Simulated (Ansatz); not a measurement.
Basis sets compared for thioxanthone, `O=c1c2ccccc2sc2ccccc12`. The state is a singlet with charge 0. Geometry PBE-D4/def2-SVP. Ansatz on 4 threads of Intel Xeon on a shared host; times are rough, and most runs start from earlier orbitals.

```
atom   x (Å)   y (Å)   z (Å)
  O1   2.227  -1.094  -0.403
  C2   1.132  -0.556  -0.205
  C3   0.727   0.647  -0.985
  C4   1.646   1.132  -1.946
  C5   1.361   2.251  -2.725
  C6   0.131   2.920  -2.557
  C7  -0.795   2.465  -1.618
  C8  -0.505   1.329  -0.827
  S9  -1.750   0.860   0.317
 C10  -1.078  -0.552   1.113
 C11  -1.894  -1.145   2.105
 C12  -1.450  -2.272   2.796
 C13  -0.185  -2.828   2.512
 C14   0.618  -2.244   1.536
 C15   0.195  -1.101   0.818
 H16   2.592   0.578  -2.041
 H17   2.090   2.611  -3.467
 H18  -0.107   3.805  -3.167
 H19  -1.756   2.987  -1.486
 H20  -2.881  -0.710   2.326
 H21  -2.094  -2.723   3.566
 H22   0.163  -3.717   3.059
 H23   1.611  -2.643   1.280
```

Binding counts from free atoms (O triplet, C triplet, S triplet, H doublet) in the same basis, without a counterpoise term.

```csv
level,functions,energy (Eh),HOMO (eV),LUMO (eV),binding per atom (eV),wall time
PBE-D4/def2-SVP,254,-972.2658,-5.44,-2.74,5.67,14 s
PBE0-D4/def2-SVP,254,-972.3283,-6.36,-2.03,5.53,25 s
```

Estimate the rows for PBE-D4/def2-TZVP, PBE0-D4/def2-TZVP (with forces).


| level | functions | energy (Eh) | HOMO (eV) | LUMO (eV) | binding per atom (eV) | wall time |
| --- | --- | --- | --- | --- | --- | --- |
| PBE-D4/def2-TZVP | 519 | -973.0129 | -5.51 | -2.88 | 5.58 | 40 s |
| PBE0-D4/def2-TZVP (with forces) | 519 | -973.0702 | -6.38 | -2.12 | 5.44 | 1.9 min |
